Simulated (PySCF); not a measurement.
**Sb²⁺ (antimony, charge +2) across methods**

[Kr] 4d10 5s2 5p1, 2P determinant. Calculation: PySCF 2.14, in aug-cc-pwCVTZ-DK3; the spin-free X2C one-electron Hamiltonian (Gaussian nucleus).

| method | E (hartree) | mean ε 5s α (eV) | mean ε 5s β (eV) | mean ε 5p α (eV) | Σ⟨r²⟩ (bohr²) | ⟨S²⟩ |
| --- | --- | --- | --- | --- | --- | --- |
| LDA | -6473.40 | -30.072 | -29.398 | -20.609 | 37.76 | 0.751 |
| UHF | -6476.83615 | -34.065 | -31.706 | -24.462 | 38.30 | 0.759 |
| PBE | -6479.18 | -29.708 | -28.931 | -20.512 | 37.85 | 0.751 |
| r2SCANh | -6479.58 | -30.538 | -29.435 | -21.309 | 37.83 | 0.754 |
| M06-L | -6479.49 | -29.569 | -28.765 | -20.369 | 37.83 | 0.751 |
| r2SCAN | -6479.59 | -30.029 | -29.036 | -20.886 | 37.83 | 0.754 |
| CAM-B3LYP | -6479.94 | -32.620 | -31.523 | -22.983 | 37.93 | 0.752 |

Question: Estimate the same row for PBE0.

Answer: E (hartree) = -6479.25; mean ε 5s α (eV) = -31.032; mean ε 5s β (eV) = -29.900; mean ε 5p α (eV) = -21.675; Σ⟨r²⟩ (bohr²) = 37.85; ⟨S²⟩ = 0.752.
